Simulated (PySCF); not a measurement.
## Atomic charges against the basis set

Species: C4H7BO.
Geometry (PBE0-D3(BJ)/def2-SVP, Å), atoms numbered from 1 in this order:
```
atom  x, y, z in Å
C1     3.372    1.254   -0.070
C2     2.439    0.481   -0.217
B3     1.285   -0.489   -0.401
C4    -0.183    0.005   -0.199
O5    -1.137   -0.986   -0.433
C6    -2.444   -0.556   -0.232
H7     4.195    1.933    0.058
H8     1.517   -1.638   -0.694
H9    -0.346    0.901   -0.844
H10   -0.256    0.414    0.838
H11   -3.117   -1.401   -0.436
H12   -2.616   -0.216    0.810
H13   -2.718    0.281   -0.907
```

PBE0 throughout (PySCF), one geometry, spherical d and f functions. Isolated species at its PBE0-D3(BJ)/def2-SVP geometry (one conformer only). The first 7 of 10 kinds of atom are listed.

Mulliken charges (e):

```
        basis  functions      C1      C2      B3      C4      O5      C6      H7
       STO-3G         37  -0.112  -0.132  +0.236  -0.140  -0.212  -0.127  +0.127
        6-31G         68  -0.261  -0.169  +0.338  -0.259  -0.522  -0.226  +0.276
     pcSseg-0         68  -0.274  -0.348  +0.564  -0.438  -0.676  -0.297  +0.292
       6-31G*         98  -0.268  +0.003  +0.110  -0.204  -0.462  -0.257  +0.242
      cc-pVDZ        119  -0.186  +0.098  +0.066  +0.065  -0.315  +0.058  +0.029
     def2-SVP        119  -0.145  +0.075  +0.003  +0.118  -0.401  +0.111  +0.056
  aug-cc-pVDZ        201  +0.924  -0.374  -0.670  +0.758  -0.524  +0.735  -0.486
6-311+G(2d,p)        204  -0.430  +0.163  +0.198  -0.408  -0.260  -0.185  +0.174
    def2-TZVP        228  -0.255  -0.007  +0.030  -0.107  -0.262  -0.216  +0.186
      cc-pVTZ        278  -0.059  -0.159  +0.043  +0.011  -0.249  -0.103  +0.161
     IGLO-III        280  -0.192  -0.167  +0.366  -0.220  -0.261  -0.226  +0.151
     pcSseg-2        314  -0.183  -0.124  +0.383  +0.085  -0.415  +0.129  +0.048
```

IAO charges (e):

```
        basis  functions      C1      C2      B3      C4      O5      C6      H7
       STO-3G         37  -0.115  -0.148  +0.169  -0.255  -0.213  -0.260  +0.166
        6-31G         68  -0.167  -0.135  +0.165  -0.221  -0.351  -0.234  +0.207
     pcSseg-0         68  -0.154  -0.131  +0.153  -0.210  -0.354  -0.215  +0.199
       6-31G*         98  -0.160  -0.139  +0.169  -0.190  -0.366  -0.192  +0.203
      cc-pVDZ        119  -0.170  -0.132  +0.161  -0.190  -0.365  -0.191  +0.206
     def2-SVP        119  -0.163  -0.131  +0.162  -0.186  -0.365  -0.182  +0.200
  aug-cc-pVDZ        201  -0.178  -0.131  +0.165  -0.195  -0.381  -0.199  +0.211
6-311+G(2d,p)        204  -0.177  -0.133  +0.166  -0.197  -0.383  -0.201  +0.211
    def2-TZVP        228  -0.177  -0.133  +0.166  -0.195  -0.382  -0.198  +0.211
      cc-pVTZ        278  -0.177  -0.133  +0.165  -0.196  -0.379  -0.200  +0.211
     IGLO-III        280  -0.178  -0.133  +0.166  -0.197  -0.383  -0.201  +0.212
     pcSseg-2        314  -0.177  -0.133  +0.167  -0.196  -0.382  -0.199  +0.211
```

Hirshfeld charges (e):

```
        basis  functions      C1      C2      B3      C4      O5      C6      H7
       STO-3G         37  -0.059  -0.113  +0.191  +0.001  -0.147  +0.032  +0.084
        6-31G         68  -0.078  -0.113  +0.178  -0.045  -0.167  -0.024  +0.106
     pcSseg-0         68  -0.068  -0.112  +0.173  -0.055  -0.142  -0.031  +0.102
       6-31G*         98  -0.077  -0.113  +0.174  -0.048  -0.152  -0.026  +0.106
      cc-pVDZ        119  -0.072  -0.111  +0.170  -0.063  -0.123  -0.038  +0.102
     def2-SVP        119  -0.071  -0.111  +0.172  -0.065  -0.132  -0.039  +0.101
  aug-cc-pVDZ        201  -0.072  -0.114  +0.175  -0.072  -0.144  -0.048  +0.102
6-311+G(2d,p)        204  -0.072  -0.118  +0.175  -0.068  -0.149  -0.040  +0.103
    def2-TZVP        228  -0.073  -0.114  +0.173  -0.069  -0.142  -0.044  +0.103
      cc-pVTZ        278  -0.073  -0.113  +0.172  -0.069  -0.136  -0.045  +0.102
     IGLO-III        280  -0.072  -0.114  +0.174  -0.072  -0.144  -0.048  +0.103
     pcSseg-2        314  -0.072  -0.113  +0.174  -0.072  -0.143  -0.049  +0.102
```

ESP-fitted charges (e):

```json
{"basis": "STO-3G", "functions": "37", "C1": "-0.131", "C2": "-0.286", "B3": "+0.506", "C4": "-0.193", "O5": "-0.204", "C6": "-0.217", "H7": "+0.188"}
{"basis": "6-31G", "functions": "68", "C1": "-0.235", "C2": "-0.308", "B3": "+0.559", "C4": "-0.042", "O5": "-0.443", "C6": "-0.002", "H7": "+0.271"}
{"basis": "pcSseg-0", "functions": "68", "C1": "-0.219", "C2": "-0.356", "B3": "+0.625", "C4": "-0.131", "O5": "-0.417", "C6": "-0.088", "H7": "+0.277"}
{"basis": "6-31G*", "functions": "98", "C1": "-0.226", "C2": "-0.325", "B3": "+0.578", "C4": "-0.161", "O5": "-0.312", "C6": "-0.102", "H7": "+0.273"}
{"basis": "cc-pVDZ", "functions": "119", "C1": "-0.221", "C2": "-0.332", "B3": "+0.554", "C4": "-0.127", "O5": "-0.310", "C6": "-0.055", "H7": "+0.270"}
{"basis": "def2-SVP", "functions": "119", "C1": "-0.221", "C2": "-0.332", "B3": "+0.557", "C4": "-0.101", "O5": "-0.350", "C6": "-0.019", "H7": "+0.268"}
{"basis": "aug-cc-pVDZ", "functions": "201", "C1": "-0.256", "C2": "-0.329", "B3": "+0.620", "C4": "-0.242", "O5": "-0.264", "C6": "-0.159", "H7": "+0.286"}
{"basis": "6-311+G(2d,p)", "functions": "204", "C1": "-0.264", "C2": "-0.330", "B3": "+0.616", "C4": "-0.244", "O5": "-0.272", "C6": "-0.176", "H7": "+0.293"}
{"basis": "def2-TZVP", "functions": "228", "C1": "-0.263", "C2": "-0.323", "B3": "+0.606", "C4": "-0.215", "O5": "-0.272", "C6": "-0.150", "H7": "+0.290"}
{"basis": "cc-pVTZ", "functions": "278", "C1": "-0.253", "C2": "-0.327", "B3": "+0.598", "C4": "-0.208", "O5": "-0.270", "C6": "-0.142", "H7": "+0.286"}
{"basis": "IGLO-III", "functions": "280", "C1": "-0.254", "C2": "-0.334", "B3": "+0.617", "C4": "-0.224", "O5": "-0.276", "C6": "-0.151", "H7": "+0.287"}
{"basis": "pcSseg-2", "functions": "314", "C1": "-0.257", "C2": "-0.332", "B3": "+0.616", "C4": "-0.203", "O5": "-0.286", "C6": "-0.141", "H7": "+0.288"}
```

Q: Which scheme is steadiest as the basis changes?

A: Largest range over the bases for any column: Hirshfeld 0.08 e, IAO 0.17 e, ESP-fitted 0.24 e, Mulliken 1.35 e. Hirshfeld charges move least and Mulliken charges most, counted in e. Without the minimal STO-3G basis the ranges are Hirshfeld 0.04, IAO 0.05, ESP-fitted 0.20, Mulliken 1.35 e.

Q: How much do the charges still move between the two largest bases, IGLO-III and pcSseg-2?

A: At most, over all atoms: Mulliken 0.355 e, IAO 0.002 e, Hirshfeld 0.001 e, ESP-fitted 0.021 e.

Q: What do the same runs give for the total energy, the frontier levels and the dipole moment?

A: 
| basis | energy (Eh) | HOMO (eV) | LUMO (eV) | μ (D) |
| --- | --- | --- | --- | --- |
| STO-3G | -253.0849 | -4.07 | 0.66 | 1.77 |
| 6-31G | -256.2284 | -7.14 | -1.68 | 2.27 |
| pcSseg-0 | -255.7245 | -7.21 | -1.95 | 2.38 |
| 6-31G* | -256.2956 | -7.19 | -1.68 | 1.94 |
| cc-pVDZ | -256.3168 | -7.27 | -1.86 | 1.79 |
| def2-SVP | -256.1145 | -7.34 | -1.91 | 1.92 |
| aug-cc-pVDZ | -256.3336 | -7.51 | -2.03 | 1.78 |
| 6-311+G(2d,p) | -256.3784 | -7.53 | -2.03 | 1.84 |
| def2-TZVP | -256.3997 | -7.51 | -2.00 | 1.79 |
| cc-pVTZ | -256.3931 | -7.47 | -1.97 | 1.77 |
| IGLO-III | -256.4057 | -7.52 | -2.03 | 1.80 |
| pcSseg-2 | -256.4010 | -7.54 | -2.03 | 1.82 |

The dipole is fixed by the density alone, so its range of 0.61 D shows that the density itself changes with the basis, not only its division among atoms.
